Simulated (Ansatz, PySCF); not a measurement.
This triplet is an excited state, 0.97 eV above the relaxed singlet at the level frozen-core CCSD(T)/cc-pVTZ // PBE0-D3(BJ)/def2-TZVP (Ansatz, an electronic-structure program).

**H₃ClSi₂, SMILES `[SiH3][Si]Cl` (excited triplet) (charge 0, multiplicity 3)**

All values below come from PBE0-D3(BJ)/def2-TZVP run with PySCF.

```json
{
  "highest_occupied_spin_orbital": "-5.50 eV",
  "dipole_moment": "1.29 D",
  "total_energy": "-1040.5850 Ha",
  "cost": "roughly 70 core-seconds"
}
```

```xyz
6

Si    -0.7290     0.0823     0.1514
Si     1.1723    -0.8805    -0.7931
Cl     2.9745     0.0187    -0.3563
H     -0.9008     1.4868    -0.3055
H     -1.8528    -0.7586    -0.3329
H     -0.6641     0.0514     1.6365
```
Charge 0, spin multiplicity 3.
